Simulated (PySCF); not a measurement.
Electronic structure of [NiBr4]2-

[NiBr4]2-: Ni(II) (d8), charge -2. The structure is a PBE0-D3(BJ)/def2-SVP, IEF-PCM water geometry optimised for multiplicity 3; coordination tetrahedral, point group Cs, metal–donor distances 2.42 Å.

```
5

Ni    0.000    0.000    0.000
Br    1.362    1.417    1.423
Br    1.514   -1.514   -1.134
Br   -1.417   -1.362    1.423
Br   -1.525    1.525   -1.091
```

Method (PySCF 2.14, density fitting): CASSCF(8,5) with orbitals averaged over all microstates of the shell, strongly contracted NEVPT2 on the averaged canonical orbitals; basis x2c-TZVPall on the metal, x2c-SVPall elsewhere; spin-free X2C; IEF-PCM water; spin-orbit coupling by state interaction with the mean-field operator over all roots.

## Spin-free states

| 2S+1 | deg. | symmetry | cubic parent | free-ion term | CASSCF / cm⁻¹ | NEVPT2 / cm⁻¹ | f(ED) |
| --- | --- | --- | --- | --- | --- | --- | --- |
| 3 | 1 | 3A'' | 3T1 0.99 | 3F 1.00 | 0 | 0 | – |
| 3 | 1 | 3A' | 3T1 0.97 | 3F 1.00 | 764 | 1277 | 5.5e-08 |
| 3 | 1 | 3A'' | 3T1 1.00 | 3F 1.00 | 968 | 1613 | 3.9e-06 |
| 3 | 1 | 3A' | 3T2 1.00 | 3F 1.00 | 1652 | 2810 | 4.5e-06 |
| 3 | 1 | 3A' | 3T2 0.97 | 3F 1.00 | 2358 | 3945 | 6.7e-08 |
| 3 | 1 | 3A'' | 3T2 0.99 | 3F 1.00 | 2476 | 4182 | 7.7e-06 |
| 3 | 1 | 3A'' | 3A2 1.00 | 3F 1.00 | 3980 | 6692 | 1.0e-05 |
| 1 | 1 | 1A'' | 1T2 1.00 | 1D 0.97 | 16400 | 14697 | – |
| 1 | 1 | 1A' | 1T2 0.64 | 1D 0.96 | 16569 | 14891 | – |
| 1 | 1 | 1A' | 1T2 0.98 | 1D 0.98 | 16929 | 15595 | – |
| 1 | 1 | 1A' | 1E 0.62 | 1D 0.97 | 17106 | 15854 | – |
| 1 | 1 | 1A'' | 1E 1.00 | 1D 0.96 | 17790 | 16895 | – |
| 3 | 1 | 3A'' | 3T1 1.00 | 3P 1.00 | 20015 | 17975 | 7.4e-05 |
| 3 | 1 | 3A' | 3T1 1.00 | 3P 1.00 | 20610 | 18892 | 1.1e-07 |
| 3 | 1 | 3A'' | 3T1 1.00 | 3P 1.00 | 21007 | 19400 | 8.0e-05 |

Only the lowest 15 spin-free levels are listed. Energies are counted from the ground state at NEVPT2 level. Weights follow the labels. f(ED) is the electric-dipole oscillator strength from the ground state at the fixed geometry, without vibronic coupling; occupations, where given, run over the ligand-field orbitals from the lowest.

## Magnetism

The ground multiplet can be fitted only roughly by a spin Hamiltonian with S = 1, g = 2.433, 2.697, 3.068, D = 89.83 cm⁻¹, E/|D| = 0.23 (spin-orbit part alone); the lowest levels hold 87 % of the spin-free ground state. μeff is 4.17 μB at 300 K and 1.70 μB at 10 K; the spin-only value is 2.83 μB.

```tsv
T / K	χT / cm³ K mol⁻¹	μeff / μB
2	0.072	0.76
5	0.180	1.20
10	0.360	1.70
20	0.715	2.39
30	1.035	2.88
50	1.479	3.44
75	1.751	3.74
100	1.881	3.88
150	2.003	4.00
200	2.071	4.07
250	2.125	4.12
300	2.173	4.17
```

Powder magnetisation at 2 K: 0.03 μB at 0.5 T, 0.06 μB at 1 T, 0.13 μB at 2 T, 0.19 μB at 3 T, 0.32 μB at 5 T, 0.44 μB at 7 T.

## Ligand-field fit

| cm⁻¹ | CASSCF |
| --- | --- |
| 10Dq | 2105 |
| B | 1249 |
| B, free ion | 1318 |
| C | 4631 |
| C, free ion | 4863 |
| rms of the fit | 74 |

```csv
orbital,CASSCF / cm⁻¹,metal share,main function
1,0,0.99,z2 0.98
2,329,0.98,x2-y2 1.00
3,1752,0.96,yz 0.50
4,2080,0.96,yz 0.50
5,2978,0.95,xy 0.97
```

Angular-overlap fit (CASSCF, isotropic π): Br eσ = 2624, eπ = 778 cm⁻¹ (rms 26).

ζ = 623 cm⁻¹, against 660 for the free ion. Spin-orbit coupling on the heavy ligands mixes in, so a single ζ doesn't describe the levels.

NEVPT2 lifts 3A'' (from 3T2) from 2476 to 4182 cm⁻¹; on the d shell alone such lifts tend to overshoot.

The job took 21 s on one thread of Arm Neoverse V2 (shared host), with 176 basis functions and a peak of 0.73 GiB, launched as `OMP_NUM_THREADS=1 python lf_run.py task.json out`.
